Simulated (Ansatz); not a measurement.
Two isomers of CH5NSSn: A = `N=C[S][SnH3]`, B = `[NH2][SnH]1[CH2][S]1`.

Calculated with Ansatz (gas phase, PBE0-D4/def2-TZVP geometries, no zero-point term in ΔE). CCSD(T)/CBS adds triple-zeta CCSD(T) − MP2 to the extrapolated MP2 energy (def2 sets, frozen cores). DFT in def2-TZVPP. B3LYP here is the variant with VWN-RPA as its local correlation; programs differ in this. def2 core potentials past Kr. For Sn outer-core shells are correlated without core-valence functions, which leaves a few kJ/mol of doubt a bond. Each species was taken in one conformer, which may not be the lowest.

Question: Which isomer does CCSD(T)/CBS put lower? Give the gap. (An estimate is asked.)

Answer: The calculation gave: B, by 35.2 kJ/mol.

Question: Give E(B) − E(A) in kJ/mol with PBE-D4, PBE0-D4, HF/def2-TZVPP, B2PLYP, B3LYP, CCSD(T)/def2-TZVPP, ωB97M-V. (An estimate is asked.)

Answer: Computed: PBE-D4 -12.8, PBE0-D4 -20.2, HF/def2-TZVPP 9.0, B2PLYP -15.8, B3LYP -3.4, CCSD(T)/def2-TZVPP -21.4, ωB97M-V -18.1. The order is the other way round with HF/def2-TZVPP.

Largest T1 diagnostic: 0.015.

In def2-TZVPP, CCSD(T) changes the Hartree–Fock value by −30.3 kJ/mol (the triples alone add −2.2 kJ/mol) and MP2 by −48.7 kJ/mol. From PBE to PBE0 (25 % exact exchange), in def2-TZVPP and without D4, E(B) − E(A) moves by −7.4 kJ/mol.
